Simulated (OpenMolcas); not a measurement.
# V3+: moving or changing the point charges

V3+ among 4 point charges of -2 e arranged as a tetrahedron (Td), 1.9 Å from the ion.
```
   1.0970    1.0970    1.0970  -2.00
   1.0970   -1.0970   -1.0970  -2.00
  -1.0970    1.0970   -1.0970  -2.00
  -1.0970   -1.0970    1.0970  -2.00
```

| Item | Value |
| --- | --- |
| Program | OpenMolcas 26.06 |
| Method | SS-CASPT2, IPEA 0.25 Eh, imaginary shift 0.1 Eh (closed shells correlated: 3s 3p) |
| Basis | ANO-RCC-VDZP [5s4p2d1f] |
| Scalar Hamiltonian | DKH2, point nucleus |
| Active space | 2 electrons in 5 orbitals (3d) |
| State averaging | 2S+1 = 3 even, 10 roots; 2S+1 = 1 even, 15 roots |
| Spin-orbit coupling | RASSI with atomic mean-field integrals over the reference wave functions |

Runs around this geometry, states (labels of Td). Energies in cm-1 above the lowest state or level, χT in cm3 K/mol.

| R (Å) | q (e) | Ground state | First state of that spin | First gap with spin-orbit (degeneracies) | χT at 300 K | First state of another spin |
| --- | --- | --- | --- | --- | --- | --- |
| 1.9 | -1.6 | 3A2 | 3T2 1470 | 1430 (3, 1) | 0.884 | 1E 11760 |
| 1.74 | -2 | 3A2 | 3T2 3290 | 3220 (3, 1) | 0.945 | 1E 11860 |
| 1.9 | -2 | 3A2 | 3T2 2140 | 2080 (3, 1) | 0.914 | 1E 11830 |
| 2.1 | -2 | 3A2 | 3T2 1020 | 1010 (3, 1) | 0.856 | 1E 11530 |

Scaling the charges by -1.6 / -2 = 0.80 scales the first state of the same spin by 1470 / 2140 = 0.69; with fixed orbitals a first-order splitting would follow the charge.

Roots that are degenerate in the reference are averaged as groups; the widest CASPT2 spread within a group is 740 cm-1 (the 3-fold group of multiplicity 1 near 20900 cm-1 above the lowest state of its run, R = 1.74, q = -2). Shifts and gaps below about the spread of the groups concerned are not significant. Free-ion shares, where given, are those of the reference states; single-state CASPT2 does not remix them. The ground term spreads over less than 5000 cm-1, several times less than with real ligands, so orbital moments are less quenched and χT lies further from the spin-only value than at real sites (holds for R = 1.9, q = -1.6; R = 1.9, q = -2; R = 2.1, q = -2). This is an electrostatic model: the charges have no orbitals. No measured value stands beside these numbers.
